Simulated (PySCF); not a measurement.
Sn³⁺ (tin, charge +3) across methods

[Kr] 4d10 5s1, 2S determinant. Calculation: PySCF 2.14, in x2c-TZVPPall with one added diffuse shell each of s, p, d, f type (9s7p5d3f, 76 functions); scalar relativity by spin-free X2C-1e. The B2PLYP total includes its PT2 part (frozen core); its orbital energies are those of the SCF part.

```json
{"method": "LDA", "E (hartree)": "-6168.51", "mean ε 4d α (eV)": "-55.473", "mean ε 4d β (eV)": "-55.199", "mean ε 5s α (eV)": "-36.938", "Σ⟨r²⟩ (bohr²)": "28.11", "⟨S²⟩": "0.750"}
{"method": "PBE0", "E (hartree)": "-6174.21", "mean ε 4d α (eV)": "-57.995", "mean ε 4d β (eV)": "-57.705", "mean ε 5s α (eV)": "-37.403", "Σ⟨r²⟩ (bohr²)": "28.07", "⟨S²⟩": "0.750"}
{"method": "B2PLYP", "E (hartree)": "-6173.89", "mean ε 4d α (eV)": "-60.518", "mean ε 4d β (eV)": "-60.268", "mean ε 5s α (eV)": "-38.303", "Σ⟨r²⟩ (bohr²)": "28.13", "⟨S²⟩": "0.750"}
{"method": "UHF", "E (hartree)": "-6171.94376", "mean ε 4d α (eV)": "-64.854", "mean ε 4d β (eV)": "-64.599", "mean ε 5s α (eV)": "-39.460", "Σ⟨r²⟩ (bohr²)": "28.17", "⟨S²⟩": "0.751"}
{"method": "r2SCAN", "E (hartree)": "-6174.56", "mean ε 4d α (eV)": "-55.947", "mean ε 4d β (eV)": "-55.611", "mean ε 5s α (eV)": "-36.682", "Σ⟨r²⟩ (bohr²)": "28.04", "⟨S²⟩": "0.751"}
{"method": "wB97X-V", "E (hartree)": "-6174.27", "mean ε 4d α (eV)": "-60.413", "mean ε 4d β (eV)": "-60.201", "mean ε 5s α (eV)": "-39.560", "Σ⟨r²⟩ (bohr²)": "28.09", "⟨S²⟩": "0.750"}
{"method": "PBE", "E (hartree)": "-6174.12", "mean ε 4d α (eV)": "-55.272", "mean ε 4d β (eV)": "-54.969", "mean ε 5s α (eV)": "-36.479", "Σ⟨r²⟩ (bohr²)": "28.11", "⟨S²⟩": "0.750"}
{"method": "BHandHLYP", "E (hartree)": "-6174.56", "mean ε 4d α (eV)": "-60.502", "mean ε 4d β (eV)": "-60.267", "mean ε 5s α (eV)": "-38.387", "Σ⟨r²⟩ (bohr²)": "28.11", "⟨S²⟩": "0.750"}
{"method": "BLYP", "E (hartree)": "-6174.75", "mean ε 4d α (eV)": "-55.052", "mean ε 4d β (eV)": "-54.799", "mean ε 5s α (eV)": "-36.566", "Σ⟨r²⟩ (bohr²)": "28.16", "⟨S²⟩": "0.750"}
```
